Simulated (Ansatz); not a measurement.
C$_{2}$H$_{10}$B$_{2}$Si, SMILES `CB[SiH2]BC` from Hartree–Fock to CCSD(T)

Z-matrix (Å, degrees):
```
C
B 1 1.552
H 1 1.091 2 116.2
H 1 1.104 2 103.9 3 116.6
H 1 1.094 2 113.9 3 -129.7
Si 2 2.017 1 123.4 3 -14.9
H 2 1.201 1 118.5 3 164.5
B 6 2.017 2 102.0 1 94.9
H 6 1.493 2 111.4 1 -24.4
H 6 1.494 2 111.6 1 -146.2
C 8 1.552 6 123.3 2 94.3
H 8 1.201 6 118.2 2 -85.2
H 11 1.091 8 116.2 6 -15.3
H 11 1.104 8 103.8 6 101.2
H 11 1.094 8 114.0 6 -145.1
```

Total charge 0; spin multiplicity 1. Geometry: relaxed with PBE0-D4/def2-TZVP. It is one conformer, not always the lowest. Frozen core, restricted reference, Ansatz 0.2.0. CBS rows extrapolate triple and quadruple zeta; past MP2 they add the triple-zeta difference.

| basis | HF (Eh) | MP2 corr. |
| --- | --- | --- |
| def2-TZVPP | -419.87636 | -0.67965 |
| def2-QZVPP | -419.89135 | -0.72334 |

Task: Estimate the CCSD correlation energy and the (T) correction in each basis where they were run (hartree).

Result: 
```csv
basis,CCSD corr.,(T)
def2-TZVPP,-0.75410,-0.02825
CBS(def2),-0.83014,as TZ
```
